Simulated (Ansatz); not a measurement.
Mo(NH)2Cl2 (MoN₂Cl₂H₂), 7 atoms. Hardware: 4 threads of Intel Xeon Platinum 8259CL on a shared host.

In the def2 sets Mo takes a core potential; there is no spin–orbit coupling. Correlated methods freeze 12 core orbitals; core or outer-core shells of Mo are correlated, in sets that lack core-valence functions.

Question: How many basis functions does each of these Ansatz runs have, and roughly what does it cost? PBE-D4/def2-TZVP, charge 1 doublet at the geometry of the charge 0 singlet, energy, from earlier orbitals; HF/def2-TZVP, charge 0 singlet, energy, from earlier orbitals; PBE0-D4/def2-SVP, charge 0 singlet, energy, from earlier orbitals; HF/STO-3G, charge 0 singlet, energy; BLYP-D4/def2-TZVP, charge 0 singlet, energy, from earlier orbitals; PBE-QIDH/def2-TZVP, charge 0 singlet, energy, from earlier orbitals; B3LYP-D4/def2-TZVP, charge 0 singlet, energy, from earlier orbitals; PBE0-D4/def2-TZVP, charge 1 doublet at the geometry of the charge 0 singlet, energy, from earlier orbitals; PBE-D4/def2-SVP, charge 0 singlet, energy, from earlier orbitals; RPA@PBE/def2-TZVP, charge 0 singlet, energy, from earlier orbitals; BHLYP-D4/def2-TZVP, charge 0 singlet, energy, from earlier orbitals; CCSD(T)/def2-TZVP, charge 0 singlet, energy, from earlier orbitals.

Answer: Other jobs shared the machine, so times can vary by a factor of up to 3. A dash marks memory too small to be measured apart from the calling script's.

```json
{"run": "HF/STO-3G, charge 0 singlet, energy", "functions": "57", "fitting or Cholesky vectors": "693", "wall time": "0.85 s", "peak host memory (GiB)": "–"}
{"run": "PBE-D4/def2-SVP, charge 0 singlet, energy, from earlier orbitals", "functions": "105", "fitting or Cholesky vectors": "1153", "wall time": "1.5 s", "peak host memory (GiB)": "–"}
{"run": "PBE0-D4/def2-SVP, charge 0 singlet, energy, from earlier orbitals", "functions": "105", "fitting or Cholesky vectors": "1037", "wall time": "2.4 s", "peak host memory (GiB)": "–"}
{"run": "BLYP-D4/def2-TZVP, charge 0 singlet, energy, from earlier orbitals", "functions": "188", "fitting or Cholesky vectors": "1218", "wall time": "2.4 s", "peak host memory (GiB)": "–"}
{"run": "HF/def2-TZVP, charge 0 singlet, energy, from earlier orbitals", "functions": "188", "fitting or Cholesky vectors": "1556", "wall time": "3.7 s", "peak host memory (GiB)": "–"}
{"run": "B3LYP-D4/def2-TZVP, charge 0 singlet, energy, from earlier orbitals", "functions": "188", "fitting or Cholesky vectors": "1295", "wall time": "4.4 s", "peak host memory (GiB)": "–"}
{"run": "BHLYP-D4/def2-TZVP, charge 0 singlet, energy, from earlier orbitals", "functions": "188", "fitting or Cholesky vectors": "1433", "wall time": "4.9 s", "peak host memory (GiB)": "–"}
{"run": "RPA@PBE/def2-TZVP, charge 0 singlet, energy, from earlier orbitals", "functions": "188", "fitting or Cholesky vectors": "1281", "wall time": "6 s", "peak host memory (GiB)": "–"}
{"run": "PBE-D4/def2-TZVP, charge 1 doublet at the geometry of the charge 0 singlet, energy, from earlier orbitals", "functions": "188", "fitting or Cholesky vectors": "1218", "wall time": "6.5 s", "peak host memory (GiB)": "–"}
{"run": "PBE-QIDH/def2-TZVP, charge 0 singlet, energy, from earlier orbitals", "functions": "188", "fitting or Cholesky vectors": "1281", "wall time": "8 s", "peak host memory (GiB)": "–"}
{"run": "PBE0-D4/def2-TZVP, charge 1 doublet at the geometry of the charge 0 singlet, energy, from earlier orbitals", "functions": "188", "fitting or Cholesky vectors": "1312", "wall time": "20 s", "peak host memory (GiB)": "0.96"}
{"run": "CCSD(T)/def2-TZVP, charge 0 singlet, energy, from earlier orbitals", "functions": "188", "fitting or Cholesky vectors": "1281", "wall time": "1.7 min", "peak host memory (GiB)": "2.4"}
```
